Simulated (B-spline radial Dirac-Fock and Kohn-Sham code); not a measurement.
The computed values come from an atomic code on a B-spline grid: relaxed Dirac-Fock hole states (ΔSCF) with Breit and QED corrections and a finite nucleus. Free neutral atoms.

Question: Order these X-ray lines by photon energy, lowest first.
A. Cr Lγ5
B. Ce Mζ2
C. Ce Mγ
D. Sm Mζ2
E. Sn Mγ
F. Eu Mζ2

Answer: A (584.2 eV), B (666.0 eV), E (694.1 eV), D (821.6 eV), F (862.9 eV), C (1078.6 eV).
